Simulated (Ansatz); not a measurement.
CH3AlNSi, SMILES `N#[C][Al-][SiH3]` (excited triplet) (charge -1, multiplicity 3). This triplet is an excited state, 0.78 eV above the relaxed singlet at the level frozen-core CCSD(T)/aug-cc-pVDZ // B3LYP-D3(BJ)/def2-TZVPD (Ansatz, a quantum-chemistry and plane-wave program).

Computed with LDA/aug-cc-pVTZ // B3LYP-D3(BJ)/def2-TZVPD in Ansatz.

Ansatz 0.2 input:
```yaml
crystal:
  periodic: [false, false, false]
  atoms:
    - { symbol: N, position_ang: [3.464377, 0.332219, -0.772809] }
    - { symbol: C, position_ang: [2.468129, -0.198813, -0.491114] }
    - { symbol: Al, position_ang: [0.837266, -1.197437, 0.001689] }
    - { symbol: Si, position_ang: [-1.26225, 0.051618, -0.003664] }
    - { symbol: H, position_ang: [-1.712978, 0.658124, -1.305064] }
    - { symbol: H, position_ang: [-1.396128, 1.205231, 0.953568] }
    - { symbol: H, position_ang: [-2.398422, -0.850946, 0.375249] }
basis:
  gaussian: { orbitals: aug-cc-pVTZ }
hamiltonian:
  xc: lda
total_charge: -1
magnetization:
  spin_polarized: true
  initial_magnetization: 2
```

Output:

```
Functional definition: SPW92
1280 factors; their error is unknown
mean field evaluation 1: about -16964.7869 eV, gradient 2.8e1 eV
mean field evaluation 2: about -16934.5559 eV, gradient 7.4e1 eV
mean field evaluation 4: about -16968.4744 eV, gradient 1.4e1 eV
mean field evaluation 8: about -16969.1958 eV, gradient 1.2e-1 eV
mean field evaluation 16: about -16969.1670 eV, gradient 1.9e-4 eV
mean field -16969.16698047 eV, -623.6053844178 hartree, gradient 2.6e-5 eV, S^2 2.002191; 1 other end points of the search recorded, 0 dependent functions left out
reference -16969.16706420 eV, -623.6053874947 hartree; 23, 21 occupied and 238, 240 virtual orbitals, 1280 factors
Total energy: -16969.16706420 eV, -623.6053874947 hartree
```
